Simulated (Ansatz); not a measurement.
`NB(O)CF` + `N[SiH2]C(F)[SiH3]` → `NB([SiH3])CF` + `N[SiH2]C(O)F`  (redistribution)

Program: Ansatz. Geometries: PBE0-D4/def2-TZVP. ΔE: electronic, gas phase. CCSD(T)/CBS adds triple-zeta CCSD(T) − MP2 to the extrapolated MP2 energy (def2 sets, frozen cores). Functionals use def2-TZVPP. B3LYP here is the variant with VWN-RPA as its local correlation; programs differ in this. One conformer a species, not always the lowest.

`NB(O)CF`:

```xyz
10

N     0.497    0.413    1.221
B     0.367    0.017   -0.115
O     1.404   -0.097   -1.005
C    -1.069   -0.336   -0.679
F    -2.055   -0.188    0.301
H     1.357    0.659    1.678
H    -0.317    0.471    1.808
H     2.266    0.120   -0.646
H    -1.113   -1.369   -1.042
H    -1.337    0.311   -1.521
```

`N[SiH2]C(F)[SiH3]`:

Cartesian coordinates in Å:
```
N -0.718 -2.015 0.065
Si -1.281 -0.433 -0.271
C 0.054 0.860 -0.653
F 0.692 0.505 -1.862
Si 1.373 1.086 0.683
H -0.258 -2.231 0.934
H -0.381 -2.600 -0.682
H -2.007 0.077 0.923
H -2.165 -0.511 -1.461
H -0.444 1.827 -0.816
H 2.052 -0.207 0.960
H 2.385 2.086 0.257
H 0.697 1.555 1.923
```

`NB([SiH3])CF`:

Cartesian coordinates in Å:
```
N -0.360 1.578 0.286
B -0.125 0.251 -0.030
Si 1.226 -0.837 1.012
C -0.943 -0.374 -1.224
F -1.820 0.547 -1.806
H 0.103 2.077 1.025
H -1.033 2.125 -0.231
H 0.595 -2.022 1.661
H 1.862 -0.018 2.086
H 2.315 -1.351 0.132
H -0.279 -0.742 -2.016
H -1.540 -1.234 -0.894
```

`N[SiH2]C(O)F`:

```xyz
11

N     0.750    0.644   -1.185
Si    0.299   -0.808   -0.359
C    -0.801   -0.160    1.062
O    -0.268    0.994    1.580
F    -2.068    0.103    0.507
H     0.106    1.059   -1.842
H     1.698    0.750   -1.507
H     1.547   -1.405    0.181
H    -0.443   -1.800   -1.180
H    -0.976   -0.847    1.894
H     0.156    1.470    0.849
```

| level | ΔE (kJ/mol) |
| --- | --- |
| PBE-D4 | 133.8 |
| r2SCAN-D4 | 148.7 |
| B3LYP-D4 | 153.0 |
| B2PLYP | 155.8 |
| B3LYP | 151.6 |
| HF/def2-TZVPP | 173.5 |
| CCSD(T)/def2-TZVPP | 153.2 |
| MP2/def2-QZVPP | 163.9 |

Q: What does CCSD(T)/CBS give? (Best estimate.)

A: Computed: +156.5 kJ/mol. The listed levels differ from it by -22.7, -7.8, -3.5, -0.7, -4.9, 17.0, -3.3, 7.4 kJ/mol.

Largest T1 diagnostic among the species: 0.013.

In def2-TZVPP, CCSD(T) changes the Hartree–Fock value by −20.3 kJ/mol (the triples alone add −4.3 kJ/mol) and MP2 by −12.0 kJ/mol. From PBE to PBE0 (25 % exact exchange), in def2-TZVPP and without D4, ΔE moves by +10.2 kJ/mol.
